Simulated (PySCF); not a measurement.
**Telling isomers of C$_{6}$H$_{7}$ClN$_{2}$O apart by NMR**

[PySCF 2.14.0 with density-fitted response routines: shielding tensors at PBE0/pcSseg-1 (GIAO); GFN2-xTB structure; non-relativistic; a single conformation; rapidly exchanging positions averaged; no solvent model]

Shifts are taken against calculated references (same method and geometry level): 1H (σ = 31.72 ppm) and 13C (σ = 186.93 ppm) against TMS. Where no couplings were computed, multiplicities follow the n + 1 count of equivalent neighbours, and m marks all less simple cases (inequivalent or close neighbours, rings, F or P nearby). Shifts are as computed. Against solution values, carbons near 30 ppm lie about +3 ppm off and those near 130 ppm about +5 ppm; carbons on Cl a further +6 ppm (rms about the fit 2.1 ppm; single classes can miss by 10 ppm). Of 1328 compounds with measured shifts, 309 miss one by over three times the rms of a fit or turn the order of signals round; such compounds aren't used in these exercises. Signals without a measured value on file couldn't be tested in this way; 1H shifts scatter by 0.2 ppm about their fit, and single ones miss by 0.5 ppm. Carbons bonded to Cl come out too deshielded.

Tabulate the signals of `CC(=O)c1cn(C)nc1Cl`, `CC(=O)c1cnn(C)c1Cl` and their relative energies.

## Answers


```tsv
SMILES	carbon types	δC	δH	E rel. (kcal/mol)
CC(=O)c1cn(C)nc1Cl	3×C 1×CH 2×CH3	194.5, 149.4, 140.6, 127.1, 40.4, 33.3	7.82 (s, 1H), 3.91 (s, 3H), 2.60 (s, 3H)	0.0
CC(=O)c1cnn(C)c1Cl	3×C 1×CH 2×CH3	192.6, 144.2, 138.2, 126.3, 38.5, 32.7	8.10 (s, 1H), 3.96 (s, 3H), 2.52 (s, 3H)	1.8
```

Energies are electronic energies at PBE0/pcSseg-1 on these geometries, without zero-point or thermal terms, each for the one conformer computed, which needn't be the lowest.
